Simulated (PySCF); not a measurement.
Species: [OsH6]4- (charge -4 and singlet state).
SMILES: `[H][Os-4]([H])([H])([H])([H])[H]`

The calculation used PBE0-D3(BJ)/def2-SVP geometry optimisation, gas phase, def2 core potentials past Kr in PySCF 2.14.0.

Masses are those of the commonest isotopes; rigid-rotor values at the optimised geometry. 

(1) What are A, B and C (GHz)?

(2) Classify the top.

(3) What does the inertial defect say?

(4) Where do the R-branch lines fall?

(5) Estimate the classical rotational partition function at 100 K, 298.15 K and 500 K.

Results:

(1) Ia = 10.68, Ib = 10.68, Ic = 11.82 u·Å²; 505379 MHz·u·Å²/I gives 47335, 47319 and 42740 MHz, that is A = 47.335, B = 47.319, C = 42.740 GHz.

(2) An oblate symmetric top, as the point group C3v requires two equal moments; the computed ones differ by 0.03 % because the geometry is symmetric only within the optimiser's tolerance; Ray's κ = 0.993.

(3) Not planar: Δ = Ic − Ia − Ib = -9.53 u·Å². For a rigid frame Δ = −2 Σ m c², so Σ m c² = 4.77 u·Å² lies off the ab plane: 4.71 from hydrogen and 0.06 from heavier atoms. The atom farthest from that plane is 1.24 Å away.

(4) The dipole of 1.85 D (about the centre of mass, as the species is charged) lies along the symmetry axis, so ΔK = 0 and J+1 ← J falls at 2B(J+1) for every K: 94.65 GHz, 189.31 GHz, 283.96 GHz, 378.62 GHz, 473.27 GHz for J = 0 to 4.

(5) Point group C3v, symmetry number σ = 3; q = (√π/σ)·√((kT/h)³/(ABC)), k/h = 20836.6 MHz/K: 182 at 100 K, 935 at 298.15 K, 2030 at 500 K.

Stationary, but not proved a minimum. Whether so highly charged an anion holds all its electrons in the gas phase wasn't checked; a finite basis holds them in any case. No counter-ion or solvent screens the charge of this multiply charged ion. The geometry's basis has no diffuse functions, a weakness for an anion. Zero-point vibration and centrifugal distortion are left out.
